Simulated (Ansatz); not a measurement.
```yaml
crystal:
  periodic: [false, false, false]
  atoms:
    - {symbol: O, position_ang: [2.221131, -2.609849, 1.958519]}
    - {symbol: C, position_ang: [1.563569, -1.836929, 1.379105]}
    - {symbol: N, position_ang: [0.889677, -1.044802, 0.785300]}
    - {symbol: Hf, position_ang: [-0.270736, 0.318218, -0.238609]}
    - {symbol: O, position_ang: [-1.574820, -0.639492, -1.271791]}
    - {symbol: O, position_ang: [-1.140042, 1.462948, 1.033881]}
    - {symbol: O, position_ang: [0.866339, 1.348303, -1.392417]}
    - {symbol: H, position_ang: [-2.415929, -0.956572, -1.583120]}
    - {symbol: H, position_ang: [-1.387371, 2.246417, 1.513399]}
    - {symbol: H, position_ang: [1.248182, 1.711758, -2.184266]}
basis:
  gaussian: {orbitals: def2-TZVPP}
magnetization: {spin_polarized: true, initial_magnetization: 2}
hamiltonian: {xc: {name: B3LYP}, dispersion: d3bj}
accuracy: high
```

```sh
$ ansatz run in.yaml --threads 2 --pin off --events-out ev --progress --plain --max-ram 22528MiB --backend cuda --devices 0, --max-vram 18GiB
```

It prints (some lines left out):

```
Functional definition: B3LYP
4688 factors; integrals over basis functions are off by at most 1.5e-5 eV
mean field evaluation 1: about -12056.1027 eV, gradient 8.1e1 eV
mean field evaluation 2: about -11972.8192 eV, gradient 1.6e2 eV
mean field evaluation 4: about -12068.5139 eV, gradient 3.4e1 eV
mean field evaluation 8: about -12077.3219 eV, gradient 3.3e0 eV
mean field evaluation 16: about -12077.4659 eV, gradient 3.6e-2 eV
mean field evaluation 32: about -12077.4660 eV, gradient 7.9e-4 eV
mean field evaluation 64: about -12077.4661 eV, gradient 8.6e-4 eV
mean field -12077.46615018 eV, -443.8386946186 hartree, gradient 2.3e-8 eV, S^2 2.006096; 7 other end points of the search recorded, 0 dependent functions left out
reference -12077.46619981 eV, -443.8386964423 hartree; 31, 29 occupied and 253, 255 virtual orbitals, 4688 factors
Total energy: -12077.81416910 eV, -443.8514840780 hartree
```

It took 41 s on 2 threads of an AMD EPYC 7R13 on a shared host and a share of an NVIDIA H100 80 GB, with 1.3 GiB of host memory at the peak.
